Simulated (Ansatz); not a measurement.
H2, charge -1, doublet, at a GFN2-xTB geometry of the parent state (a state made from the parent by changing its charge; the spin is typed, not shown lowest) (a gas-phase anion, which may not be bound at this level).

Here is a job for Ansatz (a first-principles code).
Ansatz 0.2 input:
```yaml
crystal:
  periodic: [false, false, false]
  atoms:
    - {symbol: H, position_ang: [-0.00000000, -0.00000000, -0.38834947]}
    - {symbol: H, position_ang: [0.00000000, 0.00000000, 0.38834947]}
basis:
  gaussian:
    orbitals: 6-31G*
hamiltonian:
  xc: blyp
total_charge: -1
magnetization: {spin_polarized: true, initial_magnetization: 1}
```

Question: Estimate the total energy that BLYP/6-31G* in Ansatz returns for this input.

Answer: -0.9552 Eh

Question: Estimate the <S^2> that BLYP/6-31G* returns for this input.

Answer: 0.750

Question: Estimate the number of basis functions that BLYP/6-31G* returns for this input.

Answer: 4

A gas-phase anion may not be bound at this level; its values then depend on the basis.
